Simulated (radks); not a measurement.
Valence configurations of Re II (all share [Xe]). All-electron calculation, scalar-relativistic Kohn-Sham, PBEsol, spin-unpolarised, spherical densities, point nucleus. Program: a radial shooting solver on a logarithmic mesh with Libxc functionals. Energies are relative to 4f14 5d5 6s1; eigenvalues in eV.

valence               E (eV)    e(4f)    e(5d)   e(6p)    e(6s)
4f14 5d5.5 6s0.5      -0.028  -48.745  -12.089       -  -12.239
4f14 5d5 6s1           0.000  -50.124  -12.989       -  -12.729
4f14 5d6               0.141  -47.439  -11.231       -        -
4f14 5d5 6p1           5.872  -51.671  -14.334  -7.746        -
4f14 5d4 6s1 6p1       6.971  -54.647  -16.244  -8.327  -14.673
4f13.5 5d5.5 6s1      19.637  -54.928  -13.621       -  -12.864
4f13.5 5d5 6s1 6p0.5  23.196  -57.219  -15.298  -7.703  -13.872
4f13 5d6 6s1          41.389  -59.845  -14.248       -  -12.985
4f13 5d6 6p1          47.448  -61.418  -15.648  -7.841        -
4f13 5d5 6s1 6p1      49.628  -64.580  -17.714  -8.449  -15.007

NIST lists [Xe] 4f14 5d5 6s1 as the ground configuration; this level of theory puts 4f14 5d5.5 6s0.5 lower, by 0.028 eV. The energies are those of spherical spin-averaged densities, not of single terms.
